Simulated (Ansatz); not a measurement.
The same path of H4OSi + H6OSi2 (15 atoms, charge 0, multiplicity 1) was run twice with different band settings. Lost on the way: Si1–Si2, H6–O7. Made: Si1–O7, Si2–H6.

Computed with RKS PBE/6-31G* (Ansatz 0.2.0).

Relaxed end points:

```xyz
15
Properties=species:S:1:pos:R:3
Si -1.087 -0.047 -2.008
Si -0.234 -2.105 -1.218
H -1.145 -0.087 -3.506
H -2.501 0.069 -1.490
O -0.107 1.243 -1.597
H 0.428 -0.240 1.143
O 0.411 0.739 1.105
Si 0.941 1.543 2.499
H -0.025 -2.051 0.282
H 1.104 -2.459 -1.804
H -1.176 -3.253 -1.461
H 0.129 1.245 -0.636
H 0.726 2.992 2.209
H 0.143 1.128 3.703
H 2.394 1.282 2.780
```

```xyz
15
Properties=species:S:1:pos:R:3
Si -0.657 1.232 -1.059
Si 0.221 -3.101 -0.355
H -1.063 -0.067 -1.664
H -1.833 2.115 -0.740
O 0.325 1.926 -2.216
H 0.894 -2.247 0.674
O 0.136 0.921 0.369
Si 0.303 1.505 1.921
H 0.562 -4.541 -0.109
H 0.688 -2.708 -1.723
H -1.264 -2.925 -0.265
H 0.614 2.840 -2.032
H -0.669 2.624 2.178
H 0.048 0.402 2.900
H 1.695 2.025 2.122
```

Common settings: movable images 7; climbing image yes; spring 5.0 eV/Å²; optimiser quadratic models (default); start path through a guess of the saddle point; force threshold 0.05 eV/Å; end points relaxed.

| run | iteration limit |
| --- | --- |
| 1 | 60 |
| 2 | 6 |

Problem. What does each run give, and how far can it be trusted?

Solution. Run 1: converged after 36 iterations, highest image 1.627 eV above the first end. The profile has 2 maxima (images 1, 4) with wells between them (image 2): this band takes more than one step, which may be the mechanism or a detour left from its start path. A structure lower than the last end lies on the path between it and the top, so the climb from that side starts below the end, which may itself be a saddle point or a shallow side well. Neighbouring images differ by up to 2.2 eV, so the band resolves the path poorly. A vibrational analysis at the climbing image gives 2 clearly imaginary modes (1170i, 41i cm⁻¹): a point of higher order, so a lower path passes nearby.
Run 2: not converged after 6 iterations, highest image 1.340 eV above the first end. The band didn't meet its force threshold, so its energies are provisional: the largest band force was still 0.59 eV/Å, and over the last iterations the top moved between 1.34 and 1.61 eV.
The orbitals stay closed-shell, which can raise the energy where a bond breaks towards radicals; this wasn't checked here.
